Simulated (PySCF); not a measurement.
## Er(SH)3: from a saddle point downhill

PySCF 2.14.0, RKS B3LYP, Er lcecp-1-SVP with ECP57, S def2-SVP, H def2-SVP; non-relativistic Hamiltonian with scalar-relativistic core potentials where named; density fitting; no spin-orbit coupling. Relaxed within the symmetry of its start, the geometry (C3v) is

```xyz
7

Er    0.0000    0.0000   -0.2882
S     2.4691    0.0000    0.4428
H     2.1955    0.0000    1.7702
S    -1.2346    2.1383    0.4428
H    -1.0978    1.9013    1.7702
S    -1.2345   -2.1383    0.4428
H    -1.0977   -1.9013    1.7702
```

and its lowest harmonic modes are -281, -215, -215, 62, 88, 88 cm⁻¹ (negative: unstable). It was moved along the lowest mode and relaxed again, within the group C3 that the move left.

Where does it end, and how much lower?

In C3h, 0.458 eV lower, after 28 steps:
```xyz
7

Er    0.0000    0.0000    0.8915
S     2.5331    0.4304    0.9157
H     2.8613   -0.8869    0.9041
S    -1.6393    1.9786    0.9157
H    -0.6626    2.9214    0.9041
S    -0.8938   -2.4090    0.9157
H    -2.1987   -2.0345    0.9041
```

How do the contacts change?


```tsv
contact	saddle (Å)	end (Å)
Er1–S2 (SH)	2.575	2.570
Er1–S4 (SH)	2.575	2.570
Er1–S6 (SH)	2.575	2.570
```


Is the end a minimum?

Yes, as far as the noise of the softest modes lets one tell (those above −25 cm⁻¹ count as noise); lowest modes 27, 62, 62, 162, 195, 195 cm⁻¹.

An lcecp potential fixes the number of 4f electrons, so in runs with it no electron can move into or out of that shell.

State: singlet in the valence, with the 4f electrons in the core potential.
